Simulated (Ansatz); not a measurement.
A series at Si: from `O[Si](O)(O)F`, ligands are replaced one by one, each step taking up H–F and setting free H₂O; n counts the steps. Ansatz, PBE0-D4/def2-TZVP geometries. Each molecule was computed in one conformer, which needn't be the lowest.

```csv
n,molecule,"HOMO energy, ωB97M-V/def2-TZVPP (eV)"
0,`O[Si](O)(O)F`,?
1,`O[Si](O)(F)F`,-12.65
2,`O[Si](F)(F)F`,-13.20
3,`F[Si](F)(F)F`,-15.29
```

**Question.** By hand: fit a straight line y = ȳ + b (n − n̄) to the 3 given rows and predict n = 0.

**Answer.** n̄ = 2.000, ȳ = -13.713; Σ(n − n̄)(y − ȳ) = -2.640, Σ(n − n̄)² = 2.000, so b = -1.320 eV a step. Prediction: -13.713 + (-1.320) × (-2.000) = -11.07 eV.

**Question.** By hand: compare with the computed value, -12.27 eV, and give the steps along the whole series.

**Answer.** The line misses by -1.20 eV (computed minus predicted). Steps: -0.38, -0.55, -2.09 eV.

One step carries most of the change, so a line is a poor guide. The highest orbital can change its character along such a series. The miss is 39.7 % of the series' range.
